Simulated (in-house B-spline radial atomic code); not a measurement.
Se3+ is squeezed into an impenetrable sphere of radius R (the orbitals vanish at R). No spin polarisation. Caution: exact exchange at fractional occupations of open shells leaves self-interaction of up to several eV. Computed with an all-electron radial atomic-structure program (B-spline basis): non-relativistic B3LYP, spherical fractional occupations, point nucleus.

Energies in eV above the free ion in [Ar] 3d10 4s2 4p1:

```
R (bohr)  highest level (eV)  [Ar] 3d10 4s2 4p1  [Ar] 3d10 4s1 4p1 4f1  [Ar] 3d10 4s2 4f1  -dE/dV in [Ar] 3d10 4s2 4p1 (GPa)
    8.28               -35.8          1.131e-05                  41.87              27.68                           4.14e-05
    5.57               -35.8            0.01779                  43.98              29.87                              0.128
    5.33               -35.8            0.03309                  44.52              30.43                              0.258
    4.08                 -35             0.7536                  50.66              36.46                               9.43
    3.63               -33.8              2.209                  55.99              41.48                               34.1
    3.23               -31.5              5.628                  64.34              49.19                                107
    2.59               -21.3              24.66                   95.2              77.63                                736
    2.05                 6.4              89.83                  172.9              150.9                               4640
    1.86                27.4              146.4                  232.3              207.9                               9680
    1.45                 129              472.2                  544.3              514.5                              60800
```

Q: Does [Ar] 3d10 4s1 4p1 4f1 fall below [Ar] 3d10 4s2 4p1 under compression?

A: No, it stays above over the whole range.

Q: Does [Ar] 3d10 4s2 4f1 fall below [Ar] 3d10 4s2 4p1 under compression?

A: No, it stays above over the whole range.

The highest level is first positive in the row R = 2.05 bohr, pushed up by confinement above the zero of the free ion's potential. Each configuration is held fixed and needn't be the lowest in the sphere.
